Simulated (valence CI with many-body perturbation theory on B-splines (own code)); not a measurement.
A CI+MBPT run for Tl X

Calculated by configuration interaction combined with many-body perturbation theory (CI+MBPT): four valence electrons over a frozen Dirac-Fock core [Xe] 4f14, a basis of 5 s, 5 p, 3 d, 3 f functions for each j, with the one-electron correlation potential Σ1 (screened to all orders), the two-electron term Σ2, the three-electron term Σ3, Breit, model QED; selected single and double excitations, second order for the rest, scaled by the run's own slope (own B-spline code, finite nucleus).

Command, and the settings that its task file holds:

```sh
python run_cv.py task.json out
```

```
atom Tl  Z=81  mass_number=205  rms_radius_fm=5.4759
core [Xe] 4f14
valence 5d4
avg = 1
basis = S
breit = 1
cap = 10000
capref = 1200
cscale = 1
de = 0.0
dress = 0
eps = 2e-08
extrap = 1
h = 0.27
hh = 1
l2 = 3
lcore = 6
maxit = 60
n2 = 5
natural = 0
nlev = 20
nno = [2, 2, 1, 1, 0]
nroot = 26
nsp = [3, 3, 2, 2, 0]
pt2 = 1
qed = 1
rpa = 1
s1 = 1
s2 = 1
s3 = 1
screen = 1
tol = 2e-05
whole = 1
```

It took 78 s on 1 thread of Arm Neoverse N1, with other jobs on the host.

Log. The first blocks belong to the next ion, which gives the ionisation energy. Fields: 2J, parity (1 odd), roots, reference size, generating configurations, candidates as configurations/state functions, variational space P, stored matrix elements, Davidson steps; e2 is the range of second-order energies in hartree. The first line gives the box (bohr), its intervals, the orbitals and the steps of their self-consistent field. Window is the range of levels sought, series limit the energy at which the first omitted orbital would enter, core excitation an estimate of the first excitation out of the core, left out the lowest levels not solved, and shifts from estimates the range by which levels moved from their first estimate, all in cm⁻¹.

```
rmax 12.5 intervals 62 orbitals 27 references ['5d4', '5d3 6s', '5d3 6p', '5d3 5f', '5d2 6s2'] scf 6 t 3.1
2J=3 par=0 roots 2 ref 28 generators 6 cand 547/1226 P 214/488 nnz 0 it 0
2J=3 par=0 roots 2 ref 28 generators 13 cand 1008/2076 P 337/764 nnz 0 it 0
   second order: generators 22 cand 1062/2116 e2 -0.00000 -0.00000
reference levels 565, estimated 32, window 83172 1/cm; series limit 863900, core excitation 473379
2J=0 par=0 roots 3 ref 19 generators 7 cand 1217/2397 P 479/820 nnz 0 it 0
2J=0 par=0 roots 3 ref 19 generators 14 cand 1938/3954 P 660/1190 nnz 0 it 0
   second order: generators 26 cand 3092/6252 e2 -0.00001 -0.00000
2J=2 par=0 roots 4 ref 37 generators 6 cand 1183/6256 P 386/1691 nnz 0 it 4
2J=2 par=0 roots 4 ref 37 generators 14 cand 2240/11876 P 576/2596 nnz 1.2e+06 it 5
   second order: generators 31 cand 3971/20337 e2 -0.00001 -0.00001
2J=4 par=0 roots 5 ref 54 generators 5 cand 995/8098 P 414/2366 nnz 0 it 4
2J=4 par=0 roots 5 ref 54 generators 17 cand 1798/12844 P 639/3723 nnz 2.4e+06 it 5
   second order: generators 31 cand 3430/25016 e2 -0.00002 -0.00001
2J=6 par=0 roots 5 ref 50 generators 5 cand 1183/10143 P 348/2302 nnz 0 it 4
2J=6 par=0 roots 5 ref 50 generators 13 cand 1915/15654 P 527/3575 nnz 2.6e+06 it 5
   second order: generators 27 cand 3399/28425 e2 -0.00002 -0.00001
2J=8 par=0 roots 6 ref 44 generators 7 cand 1304/10309 P 407/2321 nnz 0 it 4
2J=8 par=0 roots 6 ref 44 generators 16 cand 2090/17048 P 573/3367 nnz 2.2e+06 it 5
   second order: generators 35 cand 3791/28819 e2 -0.00002 -0.00001
2J=10 par=0 roots 2 ref 25 generators 3 cand 1024/7290 P 262/1447 nnz 0 it 3
2J=10 par=0 roots 2 ref 25 generators 8 cand 1460/8998 P 380/2155 nnz 0 it 4
   second order: generators 22 cand 3327/22100 e2 -0.00001 -0.00001
2J=12 par=0 roots 2 ref 14 generators 2 cand 185/519 P 272/1065 nnz 0 it 0
2J=12 par=0 roots 2 ref 14 generators 7 cand 1130/6048 P 380/1515 nnz 0 it 4
   second order: generators 20 cand 2935/15781 e2 -0.00001 -0.00001
left out: unestimated 136455, estimated 96432, shifts from estimates -11 to 2
operators 9.0
```

The Davidson iterations converged. The settings are bad on purpose, so the numbers may not be properties of the ion.

No measured levels were compared; by estimate terms of the open shell hold to 2 to 4 % of their energy, and close levels can change places. Only levels of the ground parity were solved; by the run's estimate the other parity begins above the list, which can be wrong where configurations are misplaced.

| Item | Value |
| --- | --- |
| Valence energy | -27.75204 hartree |
| Ionisation energy | 158.29 eV (NIST: 158 ± 2.2 eV (theoretical)) |
| Reference configurations for the orbitals | 5d4, 5d3 6s, 5d3 6p, 5d3 5f, 5d2 6s2 |
| Radial orbitals | 27 |
| Box radius | 12.46 bohr |
| Largest variational space | 3723 |
| Lowest levels | (5d3/2^4) J=0 0.0, (5d3/2^3 5d5/2) J=1 13937, (5d3/2^3 5d5/2) J=2 23375, (5d3/2^3 5d5/2) J=3 29079, (5d3/2^3 5d5/2) J=4 29932, (5d3/2^2 5d5/2^2) J=0 42502, (5d3/2^2 5d5/2^2) J=4 [a] 44469, (5d3/2^2 5d5/2^2) J=3 [a] 49254, (5d3/2^2 5d5/2^2) J=2 [a] 50367, (5d3/2^2 5d5/2^2) J=5 53465, (5d3/2^2 5d5/2^2) J=1 55426, (5d3/2^2 5d5/2^2) J=6 57578, (5d3/2^2 5d5/2^2) J=4 [b] 62178, (5d3/2^2 5d5/2^2) J=2 [b] 63438 cm⁻¹ |

Levels are named by their leading jj configuration (3d3/2^4 stands for four electrons in 3d with j = 3/2), which in mixed levels can hold well under half, so a name can repeat and another be missing. Letters in brackets count levels of one name in rising energy.
